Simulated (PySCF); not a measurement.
SMILES OB(O)Cc1cccs1 (C5H7BO2S) (GFN2-xTB optimised geometry):

```
16

O     -0.598    -1.849    -0.017
B      0.055    -0.671     0.000
O      1.408    -0.671     0.000
C     -0.832     0.681     0.000
C     -0.244     1.766     0.829
C     -0.634     2.208     2.053
C      0.194     3.229     2.576
C      1.214     3.553     1.748
S      1.181     2.617     0.300
H     -0.025    -2.617    -0.035
H      1.837     0.186     0.016
H     -1.837     0.462     0.358
H     -0.923     1.021    -1.035
H     -1.494     1.820     2.569
H      0.030     3.699     3.529
H      1.987     4.283     1.880
```

Calculation: PBE0/def2-TZVP run with PySCF.

Problem. What are the frontier orbital energies and the dipole moment?

Solution. HOMO-2 -9.33 eV, HOMO-1 -7.37 eV, HOMO -6.54 eV, LUMO -0.48 eV, LUMO+1 0.38 eV; dipole moment 0.70 D.

Meta-Löwdin charges at PBE0/def2-TZVP: O1 -0.52, B2 0.47, O3 -0.53, C4 -0.36, C5 -0.09, C6 -0.18, C7 -0.14, C8 -0.28, S9 0.24, H10 0.35, H11 0.35, H12 0.14, H13 0.14, H14 0.13, H15 0.13, H16 0.14.
